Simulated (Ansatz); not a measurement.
Level of theory: frozen-core CCSD(T)/cc-pVTZ // B3LYP-D3(BJ)/def2-TZVP in Ansatz (a quantum-chemistry and plane-wave program).

Ansatz 0.2 input:
```yaml
crystal:
  periodic: [false, false, false]
  atoms:
    - { symbol: C, position_ang: [1.54989, 0.057731, -0.16149] }
    - { symbol: C, position_ang: [0.338783, -0.455219, -0.338331] }
    - { symbol: C, position_ang: [-0.933326, 0.313057, -0.162459] }
    - { symbol: O, position_ang: [-1.790606, -0.285193, 0.810295] }
    - { symbol: H, position_ang: [2.446391, -0.534302, -0.293923] }
    - { symbol: H, position_ang: [1.687059, 1.09742, 0.115365] }
    - { symbol: H, position_ang: [0.22135, -1.500967, -0.607931] }
    - { symbol: H, position_ang: [-1.512311, 0.312318, -1.088472] }
    - { symbol: H, position_ang: [-0.711479, 1.356235, 0.092971] }
    - { symbol: H, position_ang: [-1.295751, -0.361079, 1.633974] }
basis:
  gaussian: { orbitals: cc-pVTZ }
correlation:
  method: ccsd_t
```

Output:

```
Functional definition: HF
1167 factors; integrals over basis functions are off by at most 1.0e-3 eV
mean field evaluation 1: about -5221.5756 eV, gradient 3.5e1 eV
mean field evaluation 2: about -5221.5787 eV, gradient 3.5e1 eV
mean field evaluation 4: about -5224.4779 eV, gradient 4.1e0 eV
mean field evaluation 8: about -5224.5214 eV, gradient 1.3e-4 eV
mean field evaluation 16: about -5224.5198 eV, gradient 1.8e-1 eV
mean field -5224.52142930 eV, -191.9976212191 hartree, gradient 1.7e-6 eV, S^2 0.000000; 0 other end points of the search recorded, 0 dependent functions left out
4 core orbitals not correlated
reference -5224.52142930 eV, -191.9976212191 hartree; 12, 12 occupied and 188, 188 virtual orbitals, 1167 factors
second order -20.17763005 eV of doubles, -0.00000000 eV of singles
cycle   1  -20.45708527 eV  change   -2.8e-1 eV  update   8.9e-2
cycle   2  -20.94178873 eV  change   -4.8e-1 eV  update   2.7e-2
cycle   3  -21.04289343 eV  change   -1.0e-1 eV  update   1.3e-2
cycle   4  -21.03763920 eV  change    5.3e-3 eV  update   3.6e-3
cycle   5  -21.03747379 eV  change    1.7e-4 eV  update   1.6e-3
cycle   6  -21.03838360 eV  change   -9.1e-4 eV  update   4.1e-4
cycle   7  -21.03826709 eV  change    1.2e-4 eV  update   1.8e-4
cycle   8  -21.03820716 eV  change    6.0e-5 eV  update   6.5e-5
cycle   9  -21.03821929 eV  change   -1.2e-5 eV  update   3.1e-5
cycle  10  -21.03821750 eV  change    1.8e-6 eV  update   1.2e-5
perturbative correction -0.85689840 eV, -0.0314904354 hartree
Total energy: -5246.41654521 eV, -192.8022518876 hartree
```

Cost: very roughly 3 core-minutes.
